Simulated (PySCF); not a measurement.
PySCF input file for HO2Si, SMILES O=[Si]=[OH+], charge +1, TDA-ωB97X/def2-SVPD. The structure is a stationary point at B3LYP-D3(BJ)/def2-TZVP. The isomer is the one that the SMILES or the coordinates give; other isomers of the formula were not compared.

```python
import numpy as np
from pyscf import gto, scf, dft, tdscf

mol = gto.M(
    atom='''
    O    -0.00380200   -1.57920681    0.00000000
    Si    0.02148823   -0.08536860    0.00000000
    O    -0.09154891    1.44774944    0.00000000
    H     0.46197205    2.24681939    0.00000000
    ''',
    basis='def2-SVPD',
    charge=1,
    spin=0,
    symmetry=True,
    max_memory=1600,
    verbose=4,
)
mf = dft.RKS(mol, xc='wb97x').density_fit(auxbasis='def2-universal-jkfit')
mf.grids.level = 3
mf.conv_tol = 1e-9
mf.max_cycle = 100
mf.kernel()
mf.grids = dft.Grids(mol).set(level=1).build(with_non0tab=True)  # coarser grid for the response kernel
td = tdscf.TDA(mf)
td.singlet = True
td.nstates = 10
td.conv_tol = 1e-4
td.positive_eig_threshold = 1e-6
td.kernel(x0=td.get_init_guess(mf, 15))
td.analyze()
tt = tdscf.TDA(mf)
tt.singlet = False
tt.nstates = 4
tt.conv_tol = 1e-4
tt.positive_eig_threshold = 1e-6
tt.kernel(x0=tt.get_init_guess(mf, 9))
tt.analyze(verbose=3)
```

Output:

```
PySCF version 2.14.0

[INPUT] verbose = 4
[INPUT] num. atoms = 4
[INPUT] num. electrons = 30
[INPUT] charge = 1
[INPUT] spin (= nelec alpha-beta = 2S) = 0
[INPUT] symmetry True subgroup None
[INPUT] Mole.unit = angstrom
[INPUT] Symbol           X                Y                Z      unit          X                Y                Z       unit  Magmom
[INPUT]  1 O     -0.003802000000  -1.579206810000   0.000000000000 AA   -0.007184738726  -2.984268364948   0.000000000000 Bohr   0.0
[INPUT]  2 Si     0.021488230000  -0.085368600000   0.000000000000 AA    0.040606869602  -0.161323273638   0.000000000000 Bohr   0.0
[INPUT]  3 O     -0.091548910000   1.447749440000   0.000000000000 AA   -0.173002366902   2.735849938592   0.000000000000 Bohr   0.0
[INPUT]  4 H      0.461972050000   2.246819390000   0.000000000000 AA    0.873000651704   4.245873298462   0.000000000000 Bohr   0.0

nuclear repulsion = 97.9817071065246
point group symmetry = Cs
symmetry origin: [-6.09589067e-10  1.82876713e-09  0.00000000e+00]
symmetry axis x: [1.00000000e+00 7.96783196e-10 0.00000000e+00]
symmetry axis y: [-7.96783196e-10  1.00000000e+00  0.00000000e+00]
symmetry axis z: [0. 0. 1.]
num. orbitals of irrep A' = 55
num. orbitals of irrep A" = 23
number of shells = 32
number of NR pGTOs = 118
number of NR cGTOs = 78
basis = def2-SVPD
ecp = {}


[settings echo left out]
init E= -440.519194685555
HOMO (A") = -0.500651493285336  LUMO (A') = -0.178978930415903  gap/eV = 8.75316
cycle= 1 E= -439.753808671004  delta_E= 0.765  |g|= 0.915  |ddm|=  2.5
HOMO (A") = -0.557953811648547  LUMO (A') = -0.299577320887368  gap/eV = 7.03078
cycle= 2 E= -439.390264654777  delta_E= 0.364  |g|= 1.65  |ddm|= 2.48
HOMO (A") = -0.733453689951382  LUMO (A') = -0.323744743743174  gap/eV = 11.14875
cycle= 3 E= -439.950082271794  delta_E= -0.56  |g|= 0.204  |ddm|= 1.45
HOMO (A") = -0.705936335474328  LUMO (A') = -0.308303044648979  gap/eV = 10.82015
cycle= 4 E= -439.95721309515  delta_E= -0.00713  |g|= 0.0829  |ddm|= 0.174
HOMO (A") = -0.706992574645169  LUMO (A') = -0.298263909850579  gap/eV = 11.12207
cycle= 5 E= -439.95845780043  delta_E= -0.00124  |g|= 0.0075  |ddm|= 0.0708
HOMO (A") = -0.708320800873713  LUMO (A') = -0.298248120588199  gap/eV = 11.15865
cycle= 6 E= -439.958483007754  delta_E= -2.52e-05  |g|= 0.00201  |ddm|= 0.0151
HOMO (A") = -0.707967736512601  LUMO (A') = -0.297818488090434  gap/eV = 11.16073
cycle= 7 E= -439.95848624674  delta_E= -3.24e-06  |g|= 0.000658  |ddm|= 0.00815
HOMO (A") = -0.707958901563237  LUMO (A') = -0.297929911812006  gap/eV = 11.15746
cycle= 8 E= -439.958486724044  delta_E= -4.77e-07  |g|= 0.000179  |ddm|= 0.00203
HOMO (A") = -0.707943674714247  LUMO (A') = -0.297924771596753  gap/eV = 11.15718
cycle= 9 E= -439.958486770276  delta_E= -4.62e-08  |g|= 5.7e-05  |ddm|= 0.00071
HOMO (A") = -0.707950221370665  LUMO (A') = -0.297927640631871  gap/eV = 11.15728
cycle= 10 E= -439.958486774088  delta_E= -3.81e-09  |g|= 1.04e-05  |ddm|= 0.000199
HOMO (A") = -0.707949787430261  LUMO (A') = -0.297928641259543  gap/eV = 11.15724
cycle= 11 E= -439.958486774195  delta_E= -1.07e-10  |g|= 2.56e-06  |ddm|= 2.94e-05
HOMO (A") = -0.707949638798245  LUMO (A') = -0.297928569808284  gap/eV = 11.15724
Extra cycle  E= -439.958486774202  delta_E= -7.28e-12  |g|= 1.23e-06  |ddm|= 6.49e-06
converged SCF energy = -439.958486774202
tot grids = 19248
Overwritten attributes  positive_eig_threshold  of <class 'pyscf.tdscf.rks.TDA'>


******** <class 'pyscf.tdscf.rks.TDA'> for <class 'pyscf.df.df_jk.DFSymAdaptedRKS'> ********
nstates = 10 singlet
deg_eia_thresh = 1.000e-03
wfnsym = None
conv_tol = 0.0001
eigh lindep = 1e-12
eigh level_shift = 0
eigh max_cycle = 100


Excitation energies (eV)
[4.54730415 4.61149119 6.6726445  7.0889737  7.37664726 7.45184073
 7.67314022 8.1740677  9.32138732 9.54056442]

** Singlet excitation energies and oscillator strengths **
Excited State   1:   A"      4.54730 eV    272.65 nm  f=0.0224
      15 -> 16        0.70135
Excited State   2:   A'      4.61149 eV    268.86 nm  f=0.0264
      14 -> 16       -0.70014
Excited State   3:   A'      6.67264 eV    185.81 nm  f=0.0284
      13 -> 16        0.61087
      14 -> 17       -0.27748
      15 -> 18       -0.20647
Excited State   4:   A"      7.08897 eV    174.90 nm  f=0.0004
      14 -> 18       -0.21009
      15 -> 17        0.66971
Excited State   5:   A'      7.37665 eV    168.08 nm  f=0.0014
      14 -> 17        0.48741
      15 -> 18       -0.50380
Excited State   6:   A"      7.45184 eV    166.38 nm  f=0.0000
      14 -> 18       -0.67088
      15 -> 17       -0.21068
Excited State   7:   A"      7.67314 eV    161.58 nm  f=0.0408
      12 -> 16       -0.69963
Excited State   8:   A'      8.17407 eV    151.68 nm  f=0.0393
      11 -> 16        0.68538
Excited State   9:   A'      9.32139 eV    133.01 nm  f=0.0567
      13 -> 17        0.68810
Excited State  10:   A"      9.54056 eV    129.95 nm  f=0.0464
      11 -> 18       -0.10651
      13 -> 18        0.68453

** Transition electric dipole moments (AU) **
state          X           Y           Z        Dip. S.      Osc.
  1         0.0000     -0.0000      0.4482      0.2009      0.0224
  2        -0.4796     -0.0591     -0.0000      0.2335      0.0264
  3        -0.0301      0.4156     -0.0000      0.1737      0.0284
  4         0.0000      0.0000     -0.0469      0.0022      0.0004
  5        -0.0379      0.0807     -0.0000      0.0080      0.0014
  6        -0.0000     -0.0000      0.0148      0.0002      0.0000
  7        -0.0000      0.0000     -0.4658      0.2170      0.0408
  8         0.4205     -0.1390     -0.0000      0.1961      0.0393
  9         0.4921      0.0795      0.0000      0.2484      0.0567
 10         0.0000     -0.0000      0.4456      0.1985      0.0464

** Transition velocity dipole moments (imaginary part, AU) **
state          X           Y           Z        Dip. S.      Osc.
  1         0.0000     -0.0000      0.0320      0.0010      0.0041
  2        -0.0372     -0.0013     -0.0000      0.0014      0.0055
  3        -0.0130      0.0888     -0.0000      0.0081      0.0219
  4         0.0000     -0.0000     -0.0041      0.0000      0.0000
  5        -0.0047      0.0120     -0.0000      0.0002      0.0004
  6         0.0000     -0.0000     -0.0006      0.0000      0.0000
  7        -0.0000     -0.0000     -0.1091      0.0119      0.0282
  8         0.1004     -0.0312     -0.0000      0.0110      0.0245
  9         0.0767      0.0023      0.0000      0.0059      0.0115
 10         0.0000     -0.0000      0.0625      0.0039      0.0074

** Transition magnetic dipole moments (imaginary part, AU) **
state          X           Y           Z
  1         0.2906      0.0000      0.0000
  2         0.0000      0.0000      0.2681
  3        -0.0000      0.0000     -0.1396
  4        -0.0756      0.0189     -0.0000
  5        -0.0000      0.0000     -0.0199
  6        -0.0353     -0.0216      0.0000
  7         0.4876     -0.0542     -0.0000
  8        -0.0000     -0.0000      0.5147
  9        -0.0000     -0.0000     -0.9988
 10         1.0602      0.0062     -0.0000


******** <class 'pyscf.tdscf.rks.TDA'> for <class 'pyscf.df.df_jk.DFSymAdaptedRKS'> ********
nstates = 4 triplet
deg_eia_thresh = 1.000e-03
wfnsym = None
conv_tol = 0.0001
eigh lindep = 1e-12
eigh level_shift = 0
eigh max_cycle = 100


Excitation energies (eV)
[3.87536669 3.89809779 5.30522218 6.4193551 ]

** Triplet excitation energies and oscillator strengths **
Excited State   1:   A"      3.87537 eV    319.93 nm  f=0.0000
Excited State   2:   A'      3.89810 eV    318.06 nm  f=0.0000
Excited State   3:   A'      5.30522 eV    233.70 nm  f=0.0000
Excited State   4:   A'      6.41936 eV    193.14 nm  f=0.0000
```

Self-consistency was reached.

Cost: very roughly 10 core-seconds.
